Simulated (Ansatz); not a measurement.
C₂H₃FGe, SMILES `F[C]1=[CH][GeH2]1`. Charge 0, multiplicity 1.

```xyz
7

F    -0.001    2.267    0.429
C    -0.027    0.982    0.121
C    -0.397    0.278   -0.928
Ge    0.267   -0.850    0.499
H    -0.808    0.421   -1.918
H    -0.706   -1.641    1.380
H     1.672   -1.457    0.418
```

Task: List the harmonic frequencies (cm⁻¹, unscaled) at PBE0-D4/def2-TZVP in Ansatz. (Best estimate.)

Result: Ansatz gave: 297, 329, 537, 551, 577, 611, 635, 820, 873, 987, 1165, 1702, 2162, 2164, 3234.

Task: Is this a minimum?

Result: Yes, all 15 modes are real.

Task: Give the ideal-gas thermochemistry at 298.15 K and 1 bar (rigid rotor, harmonic oscillator; point group Cs, symmetry number 1).

Result: Zero-point energy 99.6 kJ/mol; H(298) − E = 114.4 kJ/mol; entropy 298.5 J/(mol·K), of which translation 168.4, rotation 106.6, vibration 23.5; G(298) − E = 25.3 kJ/mol.

Task: And at 400, 500, 600, 800 and 1000 K?

Result: 
```tsv
T (K)	H − E (kJ/mol)	S (J/mol/K)	G − E (kJ/mol)
400	123.0	323.4	-6.4
500	132.8	345.2	-39.8
600	143.5	364.7	-75.3
800	167.1	398.6	-151.8
1000	192.7	427.1	-234.4
```

Task: Rotational constants (cm⁻¹)?

Result: 0.5135, 0.09636, 0.08383.
